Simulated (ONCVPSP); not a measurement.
## Logarithmic derivatives: hydrogen, ONCV

- Element: H
- Generator: ONCVPSP 4.0.1
- Type: optimised norm-conserving Vanderbilt (ONCV)
- Functional: revPBE
- Relativity: scalar-relativistic
- Frozen core: none
- Valence charge: 1
- Reference configuration: 1s1
- Partial waves: 1s: rc 0.70 bohr, ncon 4, nbas 7, qcut 11.1 1/bohr, 2 projectors, debl 2.8 Ha; p scattering state at 0.14 Ha: rc 0.65 bohr, ncon 4, nbas 8, qcut 12.1 1/bohr, 1 projector
- Local potential: polynomial inside 0.60 bohr (lpopt 4, dvloc0 -1 Ha)
- Core correction: none

The phase is arctan(r·R′/R) of the radial function R(r), unwrapped; energies in Ha, scanned from -2 to 5 Ha. A pole is an energy at which the radial function vanishes at the test radius. The pseudo phase is shifted by a multiple of π to meet the all-electron one at the reference energy, and phase errors are pseudo minus all-electron; the curves can meet again beyond the range given. Levels narrower than the energy grid can be missing from the lists of poles.

For each channel, where are the poles, and over which energies does the pseudopotential scatter like the atom?

```
channel  radius (bohr)  reference energy (Ha)  poles, all-electron  poles, pseudo  unbroken range about the reference energy with phases within 0.05 rad  phase error 1 Ha above the reference energy (rad)
      s           0.71                  -0.24                 none           none                                                        the whole range                                             -0.000
      p           0.66                   0.14                 none           none                                                        the whole range                                             +0.000
```

Phases in the p channel:

```
E (Ha)  all-electron  pseudo
 -1.98         0.816   0.816
 -1.80         0.801   0.801
 -1.62         0.785   0.785
 -1.44         0.769   0.769
 -1.26         0.752   0.752
 -1.08         0.734   0.734
 -0.90         0.716   0.716
 -0.72         0.697   0.697
 -0.54         0.676   0.676
 -0.36         0.655   0.655
 -0.18         0.633   0.633
  0.00         0.611   0.611
  0.18         0.587   0.587
  0.36         0.562   0.562
  0.54         0.536   0.536
  0.72         0.508   0.508
  0.90         0.480   0.480
  1.08         0.451   0.451
  1.26         0.420   0.420
  1.44         0.388   0.388
  1.62         0.354   0.354
  1.80         0.320   0.320
  1.98         0.284   0.284
  2.16         0.247   0.247
  2.34         0.209   0.209
  2.52         0.170   0.170
  2.70         0.129   0.130
  2.88         0.088   0.088
  3.06         0.046   0.046
  3.24         0.003   0.003
  3.42        -0.040  -0.040
  3.60        -0.084  -0.084
  3.78        -0.129  -0.128
  3.96        -0.173  -0.172
  4.14        -0.217  -0.217
  4.32        -0.261  -0.261
  4.50        -0.305  -0.304
  4.68        -0.348  -0.348
  4.86        -0.391  -0.390
```
